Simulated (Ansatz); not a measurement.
Geometry optimisation, RKS B3LYP/def2-SVP (Ansatz 0.2.0).

The input (input.yaml):

```yaml
crystal:
  periodic: [false, false, false]
  atoms:
    - { symbol: C, position_ang: [-1.0269, 1.1975, -0.1565] }
    - { symbol: Sb, position_ang: [0.8019, 0.6234, -1.0451] }
    - { symbol: C, position_ang: [-0.13458, 0.54748, -2.98715] }
    - { symbol: O, position_ang: [-0.81646, -0.71853, -3.13654] }
    - { symbol: H, position_ang: [-1.7641, 0.3687, -0.1352] }
    - { symbol: H, position_ang: [-0.8976, 1.6504, 0.8527] }
    - { symbol: H, position_ang: [-1.502, 2.0403, -0.7903] }
    - { symbol: H, position_ang: [1.31883, 2.26198, -1.28786] }
    - { symbol: H, position_ang: [-0.80608, 1.36979, -3.15994] }
    - { symbol: H, position_ang: [0.65868, 0.50589, -3.77477] }
    - { symbol: H, position_ang: [-1.65444, -0.5774, -2.50237] }
basis:
  gaussian: { orbitals: def2-SVP }
hamiltonian:
  xc: b3lyp
relax:
  f_tol: 0.015
  max_steps: 40
```

Command:

```bash
$ ansatz run input.yaml --threads 2 --pin off --max-ram 3072MiB --backend cpu --events-out ev --progress --plain --runs-dir out
```

Q: Where does it end, and by what steps?

A: It converged. After 13 steps the energy has fallen by 0.452 eV; H9 moved furthest, 0.40 Å.

```tsv
step	energy less start (eV)	largest force component (eV/Å)	accepted
0	0.0000	2.839	yes
1	-0.3474	1.097	yes
2	-0.3948	0.715	yes
3	-0.4300	0.646	yes
4	-0.4439	0.220	yes
5	-0.4477	0.080	yes
6	-0.4493	0.099	yes
7	-0.4502	0.085	yes
8	-0.4509	0.092	yes
9	-0.4509	0.129	no
10	-0.4516	0.024	yes
11	-0.4517	0.031	yes
12	-0.4517	0.037	no
13	-0.4518	0.005	yes
```

```xyz
11
Properties=species:S:1:pos:R:3
C -1.072 1.168 -0.118
Sb 0.882 0.775 -1.057
C -0.069 0.464 -3.062
O -1.011 -0.580 -3.020
H -1.622 0.218 -0.035
H -0.918 1.565 0.896
H -1.659 1.891 -0.703
H 1.199 2.456 -1.337
H -0.499 1.422 -3.409
H 0.721 0.171 -3.768
H -1.775 -0.280 -2.510
```

The run took 25 s on 2 threads of Intel(R) Xeon(R) 6975P-C (Granite Rapids) (shared host), peak memory 0.25 GiB.
